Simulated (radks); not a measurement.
Pr3+, configuration [Xe] 4f2. Calculated with a radial shooting solver on a logarithmic mesh with Libxc functionals: scalar-relativistic Kohn-Sham, r2SCAN, spin-polarised, spherical densities, finite nucleus; open shells are filled with parallel spins first (spin-orbit coupling, left out, can overturn this in heavy ions); meta-GGA in the generalised Kohn-Sham scheme; Fermi nuclear charge, rms radius 4.8919 fm.

Local quantities along the radius. ELF = 1/(1 + alpha^2) is the electron localisation function; alpha = (tau - tau_W)/tau_unif compares the Pauli kinetic energy density with that of the uniform gas (summed over spins). tau is taken from the large components.

r (bohr)	ELF	alpha
0.0008518	0.999	0.02394
0.0009759	0.999	0.02391
0.001127	0.999	0.02401
0.001291	0.999	0.02424
0.001479	0.999	0.02463
0.001708	0.999	0.02524
0.001957	0.999	0.02603
0.002261	0.999	0.02714
0.00259	0.999	0.02850
0.002967	0.999	0.03024
0.003427	0.999	0.03260
0.003926	0.999	0.03545
0.004498	0.998	0.03911
0.005195	0.998	0.04414
0.005951	0.997	0.05039
0.006818	0.997	0.05868
0.007874	0.995	0.07062
0.009021	0.993	0.08627
0.01042	0.988	0.1098
0.01194	0.980	0.1422
0.01368	0.965	0.1899
0.01579	0.934	0.2666
0.01809	0.875	0.3773
0.02073	0.773	0.5425
0.02394	0.615	0.7914
0.02743	0.461	1.082
0.03143	0.356	1.345
0.03629	0.323	1.447
0.04158	0.366	1.315
0.04802	0.479	1.042
0.05502	0.608	0.8024
0.06303	0.705	0.6464
0.07279	0.747	0.5816
0.0834	0.723	0.6184
0.09555	0.627	0.7718
0.1103	0.463	1.076
0.1264	0.348	1.370
0.146	0.350	1.363
0.1673	0.473	1.056
0.1916	0.635	0.7589
0.2213	0.740	0.5932
0.2536	0.750	0.5773
0.2905	0.646	0.7406
0.3355	0.376	1.289
0.3844	0.205	1.972
0.4404	0.270	1.646
0.5086	0.555	0.8959
0.5827	0.728	0.6105
0.6729	0.745	0.5844
0.7709	0.649	0.7350
0.8832	0.459	1.087
1.02	0.293	1.553
1.169	0.304	1.514
1.339	0.482	1.036
1.546	0.687	0.6757
1.772	0.764	0.5563
2.03	0.745	0.5852
2.344	0.625	0.7746
2.685	0.405	1.213
3.101	0.152	2.360
3.553	0.034	5.323
4.071	0.005	14.61
4.701	0.000	54.34
5.386	0.000	242.5

On this mesh the ELF has minima near r = 0.036, 0.13, 0.38, 1.0 bohr, which separate the shells, and maxima near 0.073 (0.75), 0.25 (0.75), 0.67 (0.75), 1.8 (0.76).
